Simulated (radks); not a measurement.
Values are calculated unless marked as measured or tabulated.
Task: Radial electron density D(r) = 4 pi r^2 rho(r) of an atom or ion with 39 electrons. Code: a radial shooting solver on a logarithmic mesh with Libxc functionals. Model: scalar-relativistic Kohn-Sham, PBE, spin-polarised, spherical densities, finite nucleus; Fermi nuclear charge, rms radius of each element as measured or else 0.836 A^(1/3) + 0.57 fm.

r (bohr)  D(r) (e/bohr)  spin D(r)
0.002759          4.579  -0.000140
0.003161          5.743  -0.000175
0.003621          7.169  -0.000218
0.004148          8.899  -0.000271
0.004753          10.98  -0.000334
0.005445          13.44  -0.000408
0.006239          16.33  -0.000495
0.007147          19.65  -0.000595
0.008189          23.39  -0.000708
0.009382          27.51  -0.000833
0.01075           31.90  -0.000967
0.01231           36.41   -0.00111
0.01411           40.83   -0.00125
0.01616           44.87   -0.00140
0.01852           48.21   -0.00155
0.02122           50.56   -0.00171
0.02431           51.66   -0.00188
0.02785           51.42   -0.00210
0.0319            49.96   -0.00239
0.03655           47.71   -0.00275
0.04188           45.37   -0.00315
0.04798           43.80   -0.00344
0.05497           43.89   -0.00326
0.06298           46.14   -0.00186
0.07215           50.45    0.00201
0.08266           55.91     0.0102
0.09546           61.14     0.0265
0.1094            63.61     0.0520
0.1253            62.33     0.0895
0.1436            57.25      0.140
0.1645            49.92      0.201
0.1884            43.04      0.266
0.2159            39.26      0.323
0.2473            39.75      0.360
0.2834            43.38      0.361
0.3246            47.10      0.318
0.3719            47.63      0.233
0.4261            43.29      0.126
0.4882            34.90     0.0290
0.5593            25.17    -0.0112
0.6408            17.06     0.0496
0.7342            12.23      0.242
0.8411            10.49      0.568
0.9637            10.39      0.987
1.104             10.31       1.41
1.265             9.353       1.72
1.449             7.544       1.85
1.66              5.417       1.77
1.902             3.510       1.51
2.179             2.090       1.16
2.497             1.161      0.793
2.86             0.6063      0.486
3.277            0.2952      0.264
3.755            0.1310      0.125
4.302           0.05098     0.0500
4.928           0.01662     0.0165
5.646          0.004344    0.00433
6.469         0.0008765   0.000876

What is the nuclear charge?

Result: Z = 41. The innermost maximum, from 1s, lies near gamma/Z bohr with gamma = sqrt(1 - (Z/c)^2) = 0.954, here 0.0233 bohr (found: 0.0253), and its height grows with Z. The density is that of the niobium ion Nb2+ in [Kr] 4d3; the configuration itself is not fixed sharply by these data, and Z only to a few units. D(r) has 4 maxima, at r = 0.0253, 0.112, 0.355, 1.02 bohr, and minima at 0.0511, 0.226, 0.904 bohr, inside which lie 2.04, 11.05, 29.41 electrons.
